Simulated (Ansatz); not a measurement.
The cluster Al₄N₄⁻, relaxed as a doublet with UKS r2SCAN-D4/def2-SVPD in Ansatz, starting from the GFN2-xTB geometry. Force threshold 0.02 eV/Å.

The structure comes from a short search, and lower isomers may exist.

Start:

Cartesian coordinates in Å:
```
Al 0.7864 0.7586 -1.5768
Al -0.7866 -0.7608 1.5780
Al -1.6107 -0.3958 -0.9897
Al 1.6100 0.3959 0.9886
N 2.1823 1.0782 -0.5388
N -0.7394 0.3173 -2.3524
N -2.1965 -1.0412 0.5484
N 0.7545 -0.3521 2.3428
```

```
        step  energy (eV)  largest force component (eV/Å)  SCF passes
           1  -32332.5150                           0.495          25
           2  -32332.5409                           0.423          31
3 (rejected)  -32332.5068                           0.415          30
           4  -32332.5846                           0.240          31
           5  -32332.5906                           0.049          25
           6  -32332.5909                           0.002          26
```

Force components are those of the run's own axes.

End:

```xyz
8

Al    0.8114    0.7855   -1.6316
Al   -0.8114   -0.7855    1.6316
Al   -1.6553   -0.4074   -1.0193
Al    1.6553    0.4074    1.0193
N     2.1571    1.0430   -0.5366
N    -0.7373    0.3315   -2.3184
N    -2.1568   -1.0437    0.5364
N     0.7370   -0.3307    2.3186
```

By distances, no bond broke or formed. The bond that changes most is Al1–N5, from 1.77 to 1.75 Å (atoms count from 1).

No frequencies were taken in this run, so the end may be a saddle point.

Hardware: 4 threads of Arm Neoverse V2 on a shared host. Wall time 40 s.
